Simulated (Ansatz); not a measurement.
Reactions of `O[Si](F)(Cl)Br`.

Calculated with Ansatz (gas phase, PBE0-D4/def2-TZVP geometries, no zero-point term in ΔE). CCSD(T)/CBS is the MP2 limit (def2-TZVPP, def2-QZVPP) plus CCSD(T) − MP2 in def2-TZVPP, frozen cores. This one scheme is used for every species, atoms too. DFT in def2-TZVPP. No spin–orbit coupling; open shells (•) take unrestricted orbitals. Spin–orbit coupling would lower the free atoms: a little for Cl, F, O, Si; clearly for Br. Bonds to Br are less sure, by a few kJ/mol each and by 10 to 20 or more in all where they break to atoms, as the def2 sets lack core-valence functions. Scalar relativity is left out up to krypton. Each species was taken in one conformer, which may not be the lowest.

| reaction | CCSD(T)/CBS(def2) (eV) |
| --- | --- |
| `O[Si](F)(Cl)Br` + CH₄ → `C[Si](O)(Cl)Br` + H–F | ? |
| `O[Si](F)(Cl)Br` → F• + `O[Si](Cl)Br`• | ? |
| `O[Si](F)(Cl)Br` + silanol → `O[Si](F)(Br)O[SiH3]` + HCl | -0.40 |
| `O[Si](F)(Cl)Br` → Br• + Cl• + F• + H• + O• + Si• | 23.85 |
| `O[Si](F)(Cl)Br` → `ClBr` + `O[Si]F` | 4.82 |
| `O[Si](F)(Cl)Br` + HBr → `O[Si](F)(Br)Br` + HCl | 0.05 |

(1) Fill in the missing values. (Best estimate.)

Largest T1 diagnostic: 0.015, for `O[Si]F`.

Results:

(1) Ansatz gave: `O[Si](F)(Cl)Br` + CH₄ → `C[Si](O)(Cl)Br` + H–F: +1.32 eV; `O[Si](F)(Cl)Br` → F• + `O[Si](Cl)Br`•: +6.95 eV.
